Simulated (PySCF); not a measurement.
CH₈GeOSi, SMILES C[SiH2][O][GeH3].

Geometry: TPSSh-D3(BJ)/def2-SVP. The structure was generated by enumeration, and PubChem lists no compound with its InChIKey, so it may never have been made. One conformer was computed; it need not be the lowest.

All values below come from TDA-CAM-B3LYP/def2-SVPD in PySCF 2.14.0.

Vertical excitations. Isolated molecule, no solvent. State labels are in the subgroup Cs.

Computed excitation energies, oscillator strengths and character:
| state | symmetry | energy (eV) | λ (nm) | f | main pairs |
|---|---|---|---|---|---|
| S1 | A" | 6.98 | 178 | 0.000 | HOMO→LUMO 89 % |
| S2 | A' | 7.34 | 169 | 0.005 | HOMO−1→LUMO 82 % |
| S3 | A" | 7.85 | 158 | 0.041 | HOMO→LUMO+1 75 % |
| S4 | A" | 8.03 | 154 | 0.061 | HOMO→LUMO+2 68 %, HOMO→LUMO+1 11 % |
| S5 | A' | 8.15 | 152 | 0.064 | HOMO−1→LUMO+1 51 %, HOMO−2→LUMO 31 % |
| S6 | A" | 8.20 | 151 | 0.002 | HOMO−3→LUMO 52 %, HOMO→LUMO+3 19 %, HOMO→LUMO+6 14 % |
| S7 | A' | 8.31 | 149 | 0.045 | HOMO−1→LUMO+2 40 %, HOMO−1→LUMO+1 18 %, HOMO−2→LUMO 17 %, HOMO−2→LUMO+1 8 % |
| S8 | A' | 8.34 | 149 | 0.151 | HOMO−1→LUMO+2 47 %, HOMO−2→LUMO 23 %, HOMO−1→LUMO+1 7 % |
| S9 | A" | 8.55 | 145 | 0.003 | HOMO→LUMO+3 59 %, HOMO−3→LUMO 12 %, HOMO→LUMO+2 9 % |
| S10 | A' | 8.85 | 140 | 0.052 | HOMO−1→LUMO+3 74 % |
| T1 | A" | 6.58 | 188 | 0 | HOMO→LUMO 84 % |
| T2 | A' | 6.91 | 179 | 0 | HOMO−1→LUMO 77 %, HOMO−2→LUMO 12 % |
| T3 | A" | 7.46 | 166 | 0 | HOMO→LUMO+1 67 %, HOMO−3→LUMO+1 11 % |
| T4 | A" | 7.66 | 162 | 0 | HOMO→LUMO+2 45 %, HOMO−3→LUMO 22 %, HOMO→LUMO+5 8 % |
Triplets are in the Tamm–Dancoff approximation.
